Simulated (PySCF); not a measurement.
FK, triplet, at the geometry of the source list (a higher spin typed on purpose: for a closed-shell molecule this is an excited state); CASSCF(2,4)/STO-3G (PySCF).

Here is a job for PySCF.
```python
from pyscf import gto, scf, mcscf
import numpy

mol = gto.M(
    atom='''
K    -0.52270000   -0.46850000   -0.73520000
F     0.52270000    0.46850000    0.73520000
''',
    basis='sto-3g',
    spin=2,
    verbose=4,
)

mf = scf.ROHF(mol)
mf.kernel()
mc = mcscf.CASSCF(mf, 4, 2)
mc.fix_spin_(ss=2.0)
mc.kernel()
occ = numpy.linalg.eigvalsh(mc.fcisolver.make_rdm1(mc.ci, mc.ncas, mc.nelecas))[::-1]
ss = mc.fcisolver.spin_square(mc.ci, mc.ncas, mc.nelecas)[0]
print('natural occupations', occ.round(4), ' <S^2>', round(ss, 4))
```

The log (banner, timings and long lists left out):

```
PySCF version 2.14.0

[INPUT] verbose = 4
[INPUT] num. atoms = 2
[INPUT] num. electrons = 28
[INPUT] charge = 0
[INPUT] spin (= nelec alpha-beta = 2S) = 2
[INPUT] symmetry False subgroup None
[INPUT] Mole.unit = angstrom
[INPUT] Symbol           X                Y                Z      unit          X                Y                Z       unit  Magmom
[INPUT]  1 K     -0.522700000000  -0.468500000000  -0.735200000000 AA   -0.987759845310  -0.885336689359  -1.389326646780 Bohr   0.0
[INPUT]  2 F      0.522700000000   0.468500000000   0.735200000000 AA    0.987759845310   0.885336689359   1.389326646780 Bohr   0.0

nuclear repulsion = 44.5112163893138
number of shells = 10
number of NR pGTOs = 54
number of NR cGTOs = 18
basis = sto-3g
ecp = {}

******** <class 'pyscf.scf.rohf.ROHF'> ********
method = ROHF
initial guess = minao
damping factor = 0
level_shift factor = 0
DIIS = <class 'pyscf.scf.diis.CDIIS'>
diis_start_cycle = 1
diis_space = 8
diis_damp = 0
SCF conv_tol = 1e-09
SCF conv_tol_grad = None
SCF max_cycles = 50
direct_scf = True
direct_scf_tol = 1e-13
num. doubly occ = 13  num. singly occ = 2
Set gradient conv threshold to 3.16228e-05
init E= -690.325608694082
  HOMO = 0.020953554646389  LUMO = 0.252526350196296  gap/eV = 6.30142
cycle= 1 E= -690.974708979243  delta_E= -0.649  |g|= 0.186  |ddm|= 1.61
  HOMO = 0.0940430962312552  LUMO = 0.361172448906585  gap/eV = 7.26896
cycle= 2 E= -691.015899097731  delta_E= -0.0412  |g|= 0.0459  |ddm|= 0.394
  HOMO = 0.102253973883117  LUMO = 0.372442952525301  gap/eV = 7.35222
cycle= 3 E= -691.017222054752  delta_E= -0.00132  |g|= 0.00772  |ddm|= 0.0723
  HOMO = 0.100985751290268  LUMO = 0.37167936985174  gap/eV = 7.36595
cycle= 4 E= -691.017278593632  delta_E= -5.65e-05  |g|= 0.00224  |ddm|= 0.0174
  HOMO = 0.101000081133519  LUMO = 0.371638729238143  gap/eV = 7.36445
cycle= 5 E= -691.017282106343  delta_E= -3.51e-06  |g|= 0.000351  |ddm|= 0.00345
  HOMO = 0.101104584946261  LUMO = 0.371756473420026  gap/eV = 7.36481
cycle= 6 E= -691.0172822185  delta_E= -1.12e-07  |g|= 4.14e-05  |ddm|= 0.000996
  HOMO = 0.101105590451717  LUMO = 0.371754715754903  gap/eV = 7.36474
cycle= 7 E= -691.017282220318  delta_E= -1.82e-09  |g|= 4.14e-06  |ddm|= 0.00015
  HOMO = 0.101106075556575  LUMO = 0.371754778021144  gap/eV = 7.36473
cycle= 8 E= -691.017282220355  delta_E= -3.73e-11  |g|= 9.28e-07  |ddm|= 2.37e-05
  HOMO = 0.101106187985507  LUMO = 0.37175482578191  gap/eV = 7.36472
Extra cycle  E= -691.017282220357  delta_E= -2.05e-12  |g|= 2.96e-07  |ddm|= 5.03e-06
converged SCF energy = -691.017282220357

******** <class 'pyscf.mcscf.mc1step.CASSCF'> ********
CAS (2e+0e, 4o), ncore = 13, nvir = 1
max_cycle_macro = 50
max_cycle_micro = 4
conv_tol = 1e-07
conv_tol_grad = None
orbital rotation max_stepsize = 0.02
orbital rotation threshold for CI restart = 0.01
augmented hessian ah_max_cycle = 30
augmented hessian ah_conv_tol = 1e-12
augmented hessian ah_linear dependence = 1e-14
augmented hessian ah_level shift = 1e-08
augmented hessian ah_start_tol = 2.5
augmented hessian ah_start_cycle = 3
augmented hessian ah_grad_trust_region = 3
kf_trust_region = 3
kf_interval = 4
ci_response_space = 4
ci_grad_trust_region = 3
with_dep4 0
natorb = False
canonicalization = True
sorting_mo_energy = False
ao2mo_level = 2
internal_rotation = False
******** <class 'pyscf.fci.addons.SpinPenaltyFCISolver'> ********
max. cycles = 50
conv_tol = 1e-08
davidson only = True
linear dependence = 1e-12
level shift = 0.001
max iter space = 12
nroots = 1
pspace_size = 400
spin = None
CASCI E = -691.017282220357  S^2 = 2.0000000
Set conv_tol_grad to 0.000316228
macro iter   1 (  1 JK    1 micro), CASSCF E = -691.017282220357  dE =  0.00000000e+00  S^2 = 2.0000000
               |grad[o]|=2.96e-07  |grad[c]|=2.9e-15  |ddm|=    0  |maxRot[o]|=    0
1-step CASSCF converged in   1 macro (  1 JK   1 micro) steps
CASSCF canonicalization
Density matrix diagonal elements [1.00000000e+00 1.00000000e+00 6.17371882e-30 6.25918872e-30]
CASSCF energy = -691.017282220357
CASCI E = -691.017282220357  E(CI) = -0.945167394659848  S^2 = 2.0000000
natural occupations [ 1.  1.  0. -0.]  <S^2> 2.0
```
